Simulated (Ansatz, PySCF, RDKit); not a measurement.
Complex: CH6OSn (SMILES C[O][SnH3]) (first 9 atoms) with NH3 (SMILES N); geometry from B3LYP-D3(BJ)/def2-TZVP.
(charge 0, multiplicity 1):
```json
[
 {"atom": "C", "x (Å)": "-2.3990", "y (Å)": "0.9389", "z (Å)": "1.3132"},
 {"atom": "O", "x (Å)": "-1.3729", "y (Å)": "0.0123", "z (Å)": "1.6007"},
 {"atom": "Sn", "x (Å)": "0.5445", "y (Å)": "0.5525", "z (Å)": "1.3335"},
 {"atom": "H", "x (Å)": "-3.3593", "y (Å)": "0.4543", "z (Å)": "1.5104"},
 {"atom": "H", "x (Å)": "-2.3409", "y (Å)": "1.8385", "z (Å)": "1.9386"},
 {"atom": "H", "x (Å)": "-2.3936", "y (Å)": "1.2615", "z (Å)": "0.2646"},
 {"atom": "H", "x (Å)": "0.3042", "y (Å)": "2.1683", "z (Å)": "0.7463"},
 {"atom": "H", "x (Å)": "1.2882", "y (Å)": "-0.3554", "z (Å)": "0.0929"},
 {"atom": "H", "x (Å)": "1.3880", "y (Å)": "0.6490", "z (Å)": "2.8154"},
 {"atom": "N", "x (Å)": "0.2695", "y (Å)": "-2.0755", "z (Å)": "2.3091"},
 {"atom": "H", "x (Å)": "0.5489", "y (Å)": "-2.2979", "z (Å)": "3.2568"},
 {"atom": "H", "x (Å)": "-0.7344", "y (Å)": "-1.9201", "z (Å)": "2.2891"},
 {"atom": "H", "x (Å)": "0.4918", "y (Å)": "-2.8664", "z (Å)": "1.7168"}
]
```

Monomers are frozen at their geometry in the pair; levels with a basis set take the counterpoise correction. Rows marked so take none. RDKit's UFF carries no charges.

Rows in STO-3G carry no dispersion term and start afresh at each structure; the Pople sets are all-electron and without relativity.

Run with Ansatz (Gaussian basis) for Hartree–Fock, density functionals and correlated methods; PySCF for STO-3G rows; RDKit for the force fields.  In def2 rows elements past Kr take small-core potentials, without spin–orbit coupling.

Problem. One of these levels gives 673.2 meV for the interaction energy. Name it.
A) UFF
B) HF/STO-3G (no counterpoise)
C) PBE/def2-TZVPPD
D) HF/def2-SVPD

Solution. A, UFF. The others give -495.2 (HF/STO-3G (no counterpoise)), -217.7 (HF/def2-SVPD), -319.0 (PBE/def2-TZVPPD)

Ansatz is a quantum-chemistry and plane-wave program.
